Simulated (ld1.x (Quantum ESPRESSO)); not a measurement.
## niobium (Nb), PAW: configuration errors across variants

ld1.x (Quantum ESPRESSO) 7.5 input, shortened:

```
&input
   title='Nb', zed=41., rel=1, dft='PBE', iswitch=3,
   config='[Kr] 4d4 5s1 5p0'
 /
 &inputp
   pseudotype=3, lpaw=.true., tm=.true., lloc=-1, rcloc=1.45,
   nlcc=.true., new_core_ps=.true.,
   which_augfun='PSQ', rmatch_augfun_nc=.true.
 /
6
5S  1  0   1.00   0.00  3.10  3.40  0.0
5S  1  0   0.00   0.05  3.10  3.40  0.0
4P  2  1   6.00   0.00  1.75  1.85  0.0
5P  3  1   0.00   0.00  1.75  1.85  0.0
4D  3  2   4.00   0.00  1.65  2.05  0.0
4D  3  2   0.00   0.35  1.65  2.05  0.0
 &test
   configts(1)='4p6 4d4 5s1 5p0'
 /
```

All-electron excitation energies from the reference (eV): (1) 4p6 4d4 5s0 5p0 6.637; (2) 4p6 4d3 5s0 5p0 20.677; (3) 4p6 4d2 5s0 5p0 45.402; (4) 4p6 4d5 5s0 5p0 1.270; (5) 4p6 4d3 5s1 5p1 2.791; (6) 4p5 4d4 5s1 5p0 39.749; (7) 4p6 4d4 5s0 5p1 2.952.

The default core radius of the base comes out at 0.81 bohr.

The overlap operator is not positive definite (basis up to 400 Ry) in “base”, “waves 4p (bound): rcut 1.75, rcutus 2.74 bohr; 5p (bound): rcut 1.75, rcutus 2.74 bohr”, “core correction Bessel-smoothed model core inside 1.40 bohr”. Such files are unfit for use, however small their errors in these radial tests.

6 further variants failed, have other tests or another functional or relativity, and are left out.

A true bound ghost makes a file unfit for plane-wave use even where its test errors are small: the radial tests pick states by their node count and pass the ghost by.

Errors AE − PS in meV (a dash: test not solved or not reliable):

| change | (1) | (2) | (3) | (4) | (5) | (6) | (7) | bound ghosts |
| --- | --- | --- | --- | --- | --- | --- | --- | --- |
| base | -2.2 | -3.0 | -42 | -3.0 | +0.2 | -15 | -0.7 | not determined (overlap not positive) |
| waves 4p (bound): rcut 1.75, rcutus 2.74 bohr; 5p (bound): rcut 1.75, rcutus 2.74 bohr | -2.6 | -3.8 | -52 | – | – | – | – | not determined (overlap not positive) |
| core correction Bessel-smoothed model core inside 1.40 bohr | -2.1 | -2.3 | -41 | -3.2 | +0.1 | -15 | -0.6 | not determined (overlap not positive) |

Q: Give the same row for: local potential all-electron potential smoothed inside 2.26 bohr (lloc = -1).

A: -0.8, +0.9, -47, -2.0, -0.1, -40, -0.1; bound ghosts: s.
